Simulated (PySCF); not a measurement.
Saddle point of CH₅ClGe, closed shell (CH₅ClGe ([CH3][GeH2][Cl]) → CH₄Ge ([CH2][GeH2]) + HCl; bonds formed: Cl2–H4; bonds broken: Ge1–Cl2, C3–H4), PBE0-D4/def2-TZVP structure:

```csv
atom,x (Å),y (Å),z (Å)
Ge1,-0.8450,0.3452,0.5135
Cl2,1.4891,-1.4878,1.0730
C3,0.1659,0.3227,-0.9800
H4,1.0124,-0.6627,-0.0550
H5,-0.5623,1.2899,1.6784
H6,-1.9153,-0.7062,0.7940
H7,0.8129,1.1655,-1.1938
H8,-0.1577,-0.2665,-1.8300
```

Energies are electronic, without zero-point energy. Barriers and step energies count from the start structure reached by relaxing down the imaginary mode; all methods use the PBE0-D4 structures, on which another method's saddle can fall below an end. Program: PySCF 2.14 with density fitting (its default auxiliary sets; JK sets also for MP2 and CCSD(T)). Basis: def2-TZVPP, with def2-QZVPP for the basis limit. Cores are frozen in the correlated methods. Filled d shells of the heavier atoms are correlated. The def2 sets are not built for correlating such inner shells, so the correlated values are less sure here. B3LYP uses VWN-RPA correlation. Extrapolation: Hartree–Fock as exp(−7.88 √X), correlation as X^−2.97.

```json
{"method": "SPW92", "barrier (kcal/mol)": "?", "step energy (kcal/mol)": "64.36"}
{"method": "PBE-D4", "barrier (kcal/mol)": "67.53", "step energy (kcal/mol)": "63.00"}
{"method": "r2SCAN-D4", "barrier (kcal/mol)": "73.03", "step energy (kcal/mol)": "67.55"}
{"method": "PBE0-D4", "barrier (kcal/mol)": "74.48", "step energy (kcal/mol)": "68.39"}
{"method": "B3LYP-D4", "barrier (kcal/mol)": "?", "step energy (kcal/mol)": "65.10"}
{"method": "BHLYP-D4", "barrier (kcal/mol)": "80.76", "step energy (kcal/mol)": "71.34"}
{"method": "wB97M-V", "barrier (kcal/mol)": "77.42", "step energy (kcal/mol)": "69.00"}
{"method": "HF", "barrier (kcal/mol)": "?", "step energy (kcal/mol)": "76.54"}
{"method": "MP2", "barrier (kcal/mol)": "77.15", "step energy (kcal/mol)": "67.38"}
{"method": "CCSD", "barrier (kcal/mol)": "80.71", "step energy (kcal/mol)": "68.17"}
{"method": "CCSD(T)", "barrier (kcal/mol)": "77.64", "step energy (kcal/mol)": "66.05"}
```

(1) Fill in the withheld barriers. (Judge from chemistry; the value comes from the calculation.)

The T1 diagnostic stays at or below 0.017. The restricted Hartree–Fock reference is unstable towards an unrestricted one at one or more of these structures.

Results:

(1) By the calculation: B3LYP-D4 72.87; SPW92 65.77; HF 91.24 kcal/mol. Each is the energy of the saddle less that of the start structure, by the same method.

For comparison, the barrier by CCSD(T) at an estimated basis limit (MP2 extrapolated from triple and quadruple zeta, plus CCSD(T) − MP2 in triple zeta) is 75.64 kcal/mol.

Labels in which every atom is bracketed show which atoms are joined, not bond orders.

For scale, one of the runs: CCSD(T)/def2-TZVPP, 191 basis functions, launched by `OMP_NUM_THREADS=4 python run.py`. Hardware: 4 CPU threads of an Arm Neoverse V2, shared host. Wall time 8 min; peak host memory 2.4 GiB.
